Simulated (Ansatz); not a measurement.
Geometry optimisation, RKS PBE-D4/6-31G* in Ansatz 0.2.0.

input.yaml

```yaml
crystal:
  periodic: [false, false, false]
  atoms:
    - { symbol: Al, position_ang: [0.0, 0.0, 0.0] }
    - { symbol: O, position_ang: [0.0, 0.0, 2.13] }
    - { symbol: H, position_ang: [-0.9095, -0.2814, 2.4671] }
    - { symbol: Cl, position_ang: [1.9312, 0.0, -1.115] }
    - { symbol: Cl, position_ang: [-1.9312, 0.0, -1.115] }
    - { symbol: S, position_ang: [0.546, 2.3673, 0.8072] }
    - { symbol: H, position_ang: [1.5948, 2.315, 1.7331] }
    - { symbol: H, position_ang: [0.2837, 1.2301, 1.9536] }
basis:
  gaussian: { orbitals: "6-31G*" }
hamiltonian:
  xc: pbe
  dispersion: d4
relax:
  f_tol: 0.15
  max_steps: 25
  restrain:
    - { distance: [0, 5], at: 2.26, k: 30.0 }
    - { distance: [7, 1], at: 1.01, k: 30.0 }
    - { distance: [0, 1], at: 2.98, k: 30.0 }
    - { distance: [7, 5], at: 2.6, k: 30.0 }
```

Command:

```bash
$ ansatz run input.yaml --threads 2 --pin off --max-ram 3072MiB --backend cpu --events-out ev --progress --plain --runs-dir out
```

Task: Where does it end, and by what steps?

Result: It converged. The restraints hold the end off the free minimum. After 10 steps the energy has fallen by 1.493 eV (the restraints' own energy left out); H7 moved furthest, 0.81 Å. Parted: Al1–O2 (2.13 → 2.96 Å). Joined: O2–H8 (1.27 → 1.00 Å).

| step | energy less start (eV) | largest force component (eV/Å) | accepted |
| --- | --- | --- | --- |
| 0 | 0.0000 | 1.951 | yes |
| 1 | -0.0718 | 2.198 | yes |
| 2 | -0.2859 | 2.098 | yes |
| 3 | -0.6165 | 1.771 | yes |
| 4 | -1.1903 | 1.039 | yes |
| 5 | -1.3484 | 1.511 | yes |
| 6 | -1.3706 | 1.772 | yes |
| 7 | -1.4735 | 0.929 | yes |
| 8 | -1.4789 | 0.756 | yes |
| 9 | -1.4648 | 0.855 | no |
| 10 | -1.4932 | 0.809 | yes |

```xyz
8
Properties=species:S:1:pos:R:3
Al 0.250 0.645 -0.339
O -0.063 -0.201 2.479
H -1.008 -0.448 2.530
Cl 1.952 -0.338 -1.077
Cl -1.684 0.081 -0.951
S 0.404 2.611 0.734
H 1.745 2.487 0.951
H -0.081 0.793 2.534
```

Run time: 25 s on 2 threads of Arm Neoverse V2, with other jobs on the host, peak memory 0.15 GiB.
